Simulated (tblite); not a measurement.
C₅H₁₃OP.
Atom-mapped SMILES: `[CH2:1]=[P:2]([CH3:3])([CH3:4])[CH2:5][O:6][CH3:7]` (hydrogens: H8, H9 on C1; H10, H11, H12 on C3; H13, H14, H15 on C4; H16, H17 on C5; H18, H19, H20 on C7)

The geometry is computed with GFN2-xTB (gas phase).

Question: Give the optimised bond lengths and angles.

Answer: 
```csv
bond,length (pm)
C1=P2,170.1
"P2–C3, P2–C4",181.9
P2–C5,190.6
C5–O6,140.5
O6–C7,140.4
"C1–H8, C1–H9",108.8
C3–H10 and 5 like bonds,108.8
"C5–H16, C5–H17",110.5
"C7–H18, C7–H19, C7–H20",109.4
```

Bonds in one row agree within 1 pm and their mean is given. A selection of angles:
```csv
angle,degrees
P2–C1–H8,111.6
H8–C1–H9,111.3
C1–P2–C3,109.8
C1–P2–C5,130.4
C3–P2–C4,105.3
C3–P2–C5,99.4
P2–C3–H10,107.7
P2–C3–H11,110.0
H10–C3–H11,111.0
H10–C3–H12,109.0
P2–C5–O6,110.8
P2–C5–H16,108.1
O6–C5–H16,111.3
H16–C5–H17,107.1
C5–O6–C7,112.9
O6–C7–H18,106.8
O6–C7–H19,111.2
H18–C7–H19,109.5
```

Torsions: C1–P2–C5–O6 180° (antiperiplanar); P2–C5–O6–C7 180° (antiperiplanar).

O6 (ether oxygen) is bent (angle 112.9°). P2 (phosphorus bonded to 4 C) has angles from 99.4° to 130.4°. The C–P distances run from 1.701 Å (C1=P2, drawn double) to 1.906 Å (P2–C5, drawn single), a spread of 0.205 Å. Of the pairs four or more bonds apart, O6···H11 is among the closest relative to their van der Waals radii: 2.58 Å, 95 % of the sum of Bondi's values.

Point group: Cs (tolerance 0.08 Å). Its GFN2-xTB frequencies are all real (lowest 65 cm⁻¹). One conformer, not necessarily the lowest. 3 starts were optimised and ended at 0.00, 2.24 and 3.45 kcal/mol (GFN2-xTB); the lowest of these is shown.
